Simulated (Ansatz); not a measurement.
Nudged elastic band run: BClH$_{5}$NO

input.yaml

```yaml
crystal:
  periodic: [false, false, false]
  atoms:
    - { symbol: B, position_ang: [-0.070802, -0.468731, -0.137961] }
    - { symbol: O, position_ang: [-0.53851, 0.096391, 1.022391] }
    - { symbol: H, position_ang: [-1.310363, -0.317747, 1.371836] }
    - { symbol: "N", position_ang: [1.067167, 0.060501, -0.74449] }
    - { symbol: H, position_ang: [1.56568, 0.843872, -0.373031] }
    - { symbol: H, position_ang: [1.450094, -0.311748, -1.58631] }
    - { symbol: H, position_ang: [-0.641912, -1.411491, -0.622215] }
    - { symbol: Cl, position_ang: [1.223806, 2.680651, 2.020341] }
    - { symbol: H, position_ang: [0.409439, 1.713002, 1.813939] }
basis:
  gaussian: { orbitals: def2-SVP }
hamiltonian:
  xc: hf
neb:
  order_check: false
  images: 5
  f_tol: 0.05
  max_iterations: 60
  spring: 0.1
  final_atoms:
    - { symbol: B, position_ang: [0.26583711, 0.6771411, -0.60848715] }
    - { symbol: O, position_ang: [-0.4017656, -0.26573993, 2.42372181] }
    - { symbol: H, position_ang: [-1.33628477, -0.25124209, 2.28283735] }
    - { symbol: "N", position_ang: [1.4423428, 0.03903934, -0.94381349] }
    - { symbol: H, position_ang: [1.45019851, -0.86652786, -1.3646775] }
    - { symbol: H, position_ang: [2.34694385, 0.40501948, -0.7291446] }
    - { symbol: H, position_ang: [-0.80458309, 0.21684392, -0.85863923] }
    - { symbol: Cl, position_ang: [0.32719034, 2.28949177, 0.18678797] }
    - { symbol: H, position_ang: [-0.13528015, 0.64067427, 2.37591483] }
  initial_path:
    images:
      - { positions_ang: [[-0.070802, -0.468731, -0.137961], [-0.53851, 0.096391, 1.022391], [-1.310363, -0.317747, 1.371836], [1.067167, 0.060501, -0.74449], [1.56568, 0.843872, -0.373031], [1.450094, -0.311748, -1.58631], [-0.641912, -1.411491, -0.622215], [1.223806, 2.680651, 2.020341], [0.409439, 1.713002, 1.813939]] }
      - { positions_ang: [[-0.04464234, -0.3074394, -0.09971269], [-0.38712148, 0.06009054, 1.25964702], [-1.2128316, -0.30274269, 1.58748758], [1.17415523, 0.03649256, -0.73882951], [1.65755267, 0.24975693, -0.57220134], [1.59308208, 0.09122996, -1.37957939], [-0.75790701, -0.92288905, -0.63838479], [0.85793506, 2.4697774, 1.57925958], [0.27437639, 1.51042374, 1.76681353]] }
      - { positions_ang: [[-0.01848268, -0.1461478, -0.06146438], [-0.23573297, 0.02379009, 1.49690303], [-1.11530021, -0.28773838, 1.80313917], [1.28114347, 0.01248413, -0.73316902], [1.74942534, -0.34435813, -0.77137167], [1.73607015, 0.49420792, -1.17284877], [-0.87390201, -0.4342871, -0.65455457], [0.49206413, 2.25890379, 1.13817816], [0.13931378, 1.30784549, 1.71968805]] }
      - { positions_ang: [[0.00767698, 0.0151438, -0.02321607], [-0.08434445, -0.01251037, 1.73415905], [-1.01776881, -0.27273408, 2.01879075], [1.3881317, -0.01152431, -0.72750853], [1.84129801, -0.9384732, -0.97054201], [1.87905823, 0.89718588, -0.96611816], [-0.98989702, 0.05431485, -0.67072436], [0.12619319, 2.04803019, 0.69709674], [0.00425118, 1.10526723, 1.67256258]] }
      - { positions_ang: [[0.09373036, 0.23580956, -0.21830643], [-0.1901515, -0.09692022, 1.9640133], [-1.1239408, -0.26557008, 2.10680629], [1.40620207, 0.00533024, -0.79961019], [1.71093151, -0.91449142, -1.10192051], [2.0350201, 0.73313041, -0.88712697], [-0.92812571, 0.10849121, -0.73336265], [0.19319224, 2.12851738, 0.52699382], [-0.04225927, 0.95040291, 1.90701333]] }
      - { positions_ang: [[0.17978373, 0.45647533, -0.41339679], [-0.29595855, -0.18133008, 2.19386755], [-1.23011278, -0.25840608, 2.19482182], [1.42427243, 0.02218479, -0.87171184], [1.58056501, -0.89050964, -1.233299], [2.19098198, 0.56907495, -0.80813578], [-0.8663544, 0.16266757, -0.79600094], [0.26019129, 2.20900458, 0.35689089], [-0.08876971, 0.79553859, 2.14146408]] }
      - { positions_ang: [[0.26583711, 0.6771411, -0.60848715], [-0.4017656, -0.26573993, 2.42372181], [-1.33628477, -0.25124209, 2.28283735], [1.4423428, 0.03903934, -0.94381349], [1.45019851, -0.86652786, -1.3646775], [2.34694385, 0.40501948, -0.7291446], [-0.80458309, 0.21684392, -0.85863923], [0.32719034, 2.28949177, 0.18678797], [-0.13528015, 0.64067427, 2.37591483]] }
```

Command:

```bash
$ ansatz run input.yaml --threads 1 --pin off --max-ram 2048MiB --backend cpu --events-out ev --progress --plain --runs-dir out
```

Output, in part (warnings, iteration lines, the closing report on the highest movable image, with atoms numbered from 0):

```
NEB end point (image 0): max|allowed force component| = 1.347e-2 eV/Å (the criterion of neb.relax_end_points is 1.000e-2)
NEB end point (image 6): max|allowed force component| = 1.487e-2 eV/Å (the criterion of neb.relax_end_points is 1.000e-2)
NEB iter   1: max|band force component| = 1.094e2 eV/Å  barrier→ = 21.2495 eV  barrier← = 20.7649 eV  Δτ_max = 0.1965 Å  (251 SCF iters)
NEB iter   2: max|band force component| = 5.057e1 eV/Å  barrier→ = 9.3275 eV  barrier← = 8.8429 eV  Δτ_max = 0.1958 Å  (161 SCF iters)
NEB iter   3: max|band force component| = 2.242e1 eV/Å  barrier→ = 4.0859 eV  barrier← = 3.6012 eV  Δτ_max = 0.1889 Å  (161 SCF iters)
NEB iter   4: max|band force component| = 8.753e0 eV/Å  barrier→ = 2.3785 eV  barrier← = 1.8938 eV  Δτ_max = 0.1863 Å  (160 SCF iters)
NEB iter   5: max|band force component| = 3.323e0 eV/Å  barrier→ = 2.1853 eV  barrier← = 1.7007 eV  Δτ_max = 0.1992 Å  (162 SCF iters)
NEB iter   6: max|band force component| = 1.422e0 eV/Å  barrier→ = 2.0357 eV  barrier← = 1.5511 eV  Δτ_max = 0.1979 Å  (164 SCF iters)
NEB iter   7: max|band force component| = 1.638e0 eV/Å  barrier→ = 1.9449 eV  barrier← = 1.4603 eV  Δτ_max = 0.1001 Å  (162 SCF iters)
NEB iter   8: max|band force component| = 1.525e0 eV/Å  barrier→ = 1.8624 eV  barrier← = 1.3778 eV  Δτ_max = 0.1010 Å  (163 SCF iters)
NEB iter   9: max|band force component| = 6.686e-1 eV/Å  barrier→ = 1.8198 eV  barrier← = 1.3352 eV  Δτ_max = 0.2000 Å  (162 SCF iters)
NEB iter  10: max|band force component| = 7.663e-1 eV/Å  barrier→ = 1.7114 eV  barrier← = 1.2268 eV  Δτ_max = 0.1008 Å  (166 SCF iters)
NEB iter  11: max|band force component| = 6.149e-1 eV/Å  barrier→ = 1.6302 eV  barrier← = 1.1455 eV  Δτ_max = 0.0994 Å  (165 SCF iters)
NEB iter  12: max|band force component| = 3.944e-1 eV/Å  barrier→ = 1.5705 eV  barrier← = 1.0859 eV  CI = image 3  Δτ_max = 0.0995 Å  (168 SCF iters)
NEB iter  13: max|band force component| = 4.175e-1 eV/Å  barrier→ = 1.5660 eV  barrier← = 1.0813 eV  CI = image 3  Δτ_max = 0.0502 Å  (169 SCF iters)
NEB iter  14: max|band force component| = 3.910e-1 eV/Å  barrier→ = 1.5701 eV  barrier← = 1.0855 eV  CI = image 3  Δτ_max = 0.0696 Å  (169 SCF iters)
NEB iter  15: max|band force component| = 3.349e-1 eV/Å  barrier→ = 1.5506 eV  barrier← = 1.0660 eV  CI = image 3  Δτ_max = 0.0329 Å  (168 SCF iters)
NEB iter  16: max|band force component| = 1.981e-1 eV/Å  barrier→ = 1.5397 eV  barrier← = 1.0550 eV  CI = image 3  Δτ_max = 0.0767 Å  (162 SCF iters)
NEB iter  17: max|band force component| = 2.427e-1 eV/Å  barrier→ = 1.5407 eV  barrier← = 1.0561 eV  CI = image 3  Δτ_max = 0.0321 Å  (158 SCF iters)
NEB iter  18: max|band force component| = 1.581e-1 eV/Å  barrier→ = 1.5399 eV  barrier← = 1.0553 eV  CI = image 3  Δτ_max = 0.0046 Å  (135 SCF iters)
NEB iter  19: max|band force component| = 1.166e-1 eV/Å  barrier→ = 1.5393 eV  barrier← = 1.0547 eV  CI = image 3  Δτ_max = 0.0127 Å  (121 SCF iters)
NEB iter  20: max|band force component| = 1.999e-2 eV/Å  barrier→ = 1.5389 eV  barrier← = 1.0543 eV  CI = image 3  Δτ_max = 0.0000 Å  (307 SCF iters)
Total energy: -16767.53837979 eV, -616.1956700116 hartree
Atom 0 at     0.060138     0.244823    -0.060980 Å, force    -0.008514     0.020843    -0.019286 eV/Å
Atom 1 at    -0.057285    -0.176524     1.410531 Å, force    -0.012278    -0.001150    -0.002462 eV/Å
Atom 2 at    -0.926213    -0.495155     1.629735 Å, force     0.006085    -0.004503     0.011706 eV/Å
Atom 3 at     1.260929    -0.125926    -0.654372 Å, force     0.012554    -0.017631     0.020600 eV/Å
Atom 4 at     2.104282    -0.191128    -0.121058 Å, force     0.011230     0.002561    -0.006888 eV/Å
Atom 5 at     1.421077     0.081820    -1.618250 Å, force    -0.006246     0.001051    -0.008125 eV/Å
Atom 6 at    -0.977094     0.343721    -0.630018 Å, force     0.002620     0.004332     0.003832 eV/Å
Atom 7 at     0.218812     2.452595     1.013575 Å, force    -0.001996     0.003612    -0.003466 eV/Å
Atom 8 at     0.049953     0.750473     1.795337 Å, force    -0.003454    -0.009115     0.004089 eV/Å
Dipole moment:    -0.116648    -1.137892     0.025471 e Å
```

The run converged. Neighbouring images differ by up to 1.4 eV, so the band resolves the path poorly. Another band between the same ends (5 images) ends at a top of the same energy, where a vibrational analysis finds 1 clearly imaginary mode. The orbitals stay closed-shell, which can raise the energy where a bond breaks towards radicals; this wasn't checked here.

Final band (atoms are numbered from 1 in the order of the input):

| image | path coordinate (Å) | energy (kcal/mol) | B1–O2 (Å) | Cl8–H9 (Å) | B1–Cl8 (Å) |
| --- | --- | --- | --- | --- | --- |
| 0 | 0.00 | 0.0 | 1.37 | 1.28 | 4.03 |
| 1 | 1.24 | 0.9 | 1.37 | 1.28 | 3.97 |
| 2 | 2.48 | 2.9 | 1.38 | 1.28 | 3.44 |
| 3 | 3.73 | 35.5 | 1.54 | 1.88 | 2.46 |
| 4 | 4.93 | 30.4 | 1.71 | 2.49 | 1.89 |
| 5 | 6.14 | 17.2 | 2.51 | 2.83 | 1.81 |
| 6 | 7.35 | 11.2 | 3.24 | 2.78 | 1.80 |

Time of the run: 120 s on 1 thread of Arm Neoverse V2, on a shared host, peak memory 0.15 GiB.
